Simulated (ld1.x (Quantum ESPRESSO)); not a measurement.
## antimony (Sb): excitation energies, all-electron against PAW

```
Element                 : antimony (Sb)
Generator               : ld1.x (Quantum ESPRESSO) 7.5
Type                    : PAW
Functional              : LDA (PZ)
Relativity              : scalar-relativistic
Frozen core             : [Kr]
Valence charge          : 15
Reference configuration : 4d10 5s2 5p3
Partial waves           : 5s (bound): rcut 1.60, rcutus 2.10 bohr; 5s channel at 3.35 Ry: rcut 1.60, rcutus 2.10 bohr; 5p (bound): rcut 2.00, rcutus 2.70 bohr; 5p channel at 2.35 Ry: rcut 2.00, rcutus 2.70 bohr; 4d (bound): rcut 1.15, rcutus 1.25 bohr; 4d channel at -2.1 Ry: rcut 1.15, rcutus 1.25 bohr
Local potential         : all-electron potential smoothed inside 2.65 bohr (lloc = -1)
Core correction         : Bessel-smoothed model core inside 1.10 bohr
Augmentation charge     : BESSEL, radius 1.00 bohr
```

Energies are relative to the spin-unpolarised reference configuration 4d10 5s2 5p3; without spin polarisation the order of configurations can differ from experiment. Not all tests gave a result: test run stopped at test 5 of 9 (negative rho).

Task: Give the all-electron excitation energy and the error of the potential for: 4d10 5s2 5p2; 4d10 5s2 5p1; 4d10 5s2 5p0; 4d10 5s1 5p3.

Result:

| valence configuration | charge | ΔE all-electron (eV) | error AE − PS (meV) |
| --- | --- | --- | --- |
| 4d10 5s2 5p2 | +1 | 8.521 | -1.4 |
| 4d10 5s2 5p1 | +2 | 24.774 | -2.1 |
| 4d10 5s2 5p0 | +3 | 49.559 | -3.1 |
| 4d10 5s1 5p3 | +1 | 17.339 | -1.7 |
